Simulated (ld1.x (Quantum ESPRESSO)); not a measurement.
# Sb, TM: configuration errors across variants

| Quantity | Value |
| --- | --- |
| Element | antimony |
| Generator | ld1.x (Quantum ESPRESSO) 7.5 |
| Type | norm-conserving Troullier–Martins (Kleinman–Bylander form) |
| Functional | LDA (PZ) |
| Relativity | fully relativistic |
| Frozen core | [Kr] 4d10 |
| Valence charge | 5 |
| Reference configuration | 5s2 5p3 |
| Partial waves | 5p (bound): rc 1.70 bohr; 5s (bound): rc 1.45 bohr |
| Local potential | the s channel |
| Core correction | Bessel-smoothed model core inside 0.70 bohr |

Open shells are filled in proportion to 2j + 1 (rel_dist='average').

All-electron excitation energies from the reference (eV): (1) 5s2 5p2 8.538; (2) 5s2 5p1 24.813; (3) 5s2 5p0 49.625; (4) 5s2 5p2.5 3.363; (5) 5s2 5p3.3 -1.212; (6) 5s1 5p3 17.328; (7) 5s1 5p4 8.181.

2 further variants failed, have other tests or too few solved ones, and are left out.

A true bound ghost makes a file unfit for plane-wave use even where its test errors are small: the radial tests pick states by their node count and pass the ghost by.

Errors AE − PS in meV (a dash: test not solved or not reliable):

| change | (1) | (2) | (3) | (4) | (5) | (6) | (7) | bound ghosts |
| --- | --- | --- | --- | --- | --- | --- | --- | --- |
| base | -3.5 | -27 | -101 | -0.6 | -0.1 | -26 | -12 | p3/2, p1/2 |
| wave 5s (bound): rc 1.45 bohr becomes 5s (bound): rc 1.40 bohr | -3.4 | -25 | -91 | -0.6 | -0.1 | -28 | -14 | p3/2, p1/2 |
| wave 5s (bound): rc 1.45 bohr becomes 5s (bound): rc 1.62 bohr | -3.5 | -32 | -132 | -0.5 | -0.1 | -20 | -7.5 | p3/2, p1/2 |
| wave 5s (bound): rc 1.45 bohr becomes 5s (bound): rc 1.80 bohr | -3.8 | -34 | -141 | -0.6 | -0.1 | -19 | -7.0 | p3/2, p1/2 |
| wave 5s (bound): rc 1.45 bohr becomes 5s (bound): rc 2.18 bohr | -3.5 | -32 | -135 | -0.5 | -0.1 | -20 | -7.9 | p1/2, p3/2 |

Give the same row for: wave 5s (bound): rc 1.45 bohr becomes 5s (bound): rc 1.96 bohr.

-3.8, -34, -142, -0.6, -0.1, -19, -6.8; bound ghosts: p3/2, p1/2.
